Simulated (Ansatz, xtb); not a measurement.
CH8GeO2Si: which of two isomers lies lower

Structure I: `CO[SiH2][O][GeH3]`, a singlet. Structure II: `[CH3][GeH2][O][SiH2]O`, a singlet. Both are isolated molecules in the gas phase, relaxed with r2SCAN-D4/def2-SVP; each stands in its lowest conformer found.

Task: Estimate E(II) − E(I) at the level CCSD(T)/def2-SVP + ΔMP2/def2-TZVPP.

Result: Calculated at CCSD(T)/def2-SVP + ΔMP2/def2-TZVPP: E(II) − E(I) = −97.7 kJ/mol, so structure II lies lower.

The same difference at several levels:

| level | geometry | E(II) − E(I) (kJ/mol) | departure from the last row (kJ/mol) | job, with rough time for the two |
| --- | --- | --- | --- | --- |
| GFN2-xTB | GFN2-xTB | −10.0 | +87.7 | optimisation, 0.52 s |
| HF/STO-3G | GFN2-xTB | −13.1 | +84.6 | single point, 0.44 s |
| r2SCAN-D4/def2-SVP//GFN2-xTB | GFN2-xTB | −79.8 | +17.9 | single point, 3.5 s |
| r2SCAN-D4/def2-SVP | r2SCAN-D4/def2-SVP | −83.2 | +14.5 | optimisation, 1.9 min |
| HF/def2-SVP | r2SCAN-D4/def2-SVP | −66.1 | +31.6 | part of the CCSD(T) run |
| MP2/def2-SVP | r2SCAN-D4/def2-SVP | −87.7 | +10.0 | part of the CCSD(T) run |
| CCSD(T)/def2-SVP | r2SCAN-D4/def2-SVP | −78.4 | +19.2 | single point |
| CCSD(T)/def2-SVP + ΔMP2/def2-TZVPP | r2SCAN-D4/def2-SVP | −97.7 |  | single point, 52 s |

As drawn, II has 1 C–Ge, 1 O–H in place of 1 C–O, 1 Ge–H.

The levels shown agree on the order. The largest departure from CCSD(T)/def2-SVP + ΔMP2/def2-TZVPP is that of GFN2-xTB, 87.7 kJ/mol. The last row adds to CCSD(T) the change of the MP2 difference between the two basis sets, here −19.2 kJ/mol, a large step that makes the value less sure.

With thermal terms from frequencies at re-optimised GFN2-xTB minima (ideal gas, soft modes damped towards free rotors, one conformer each, 298.15 K, 1 atm): the zero-point term adds +0.5 kJ/mol; ΔH is −96.2 and ΔG −97.0 kJ/mol.

The correlated steps freeze 17 core orbitals; the filled d shell of Ge is correlated, in a basis made for valence electrons. Programs: Ansatz 0.2.0, xtb 6.7.1; the last row on 4 threads of Arm Neoverse V1 on a shared host.
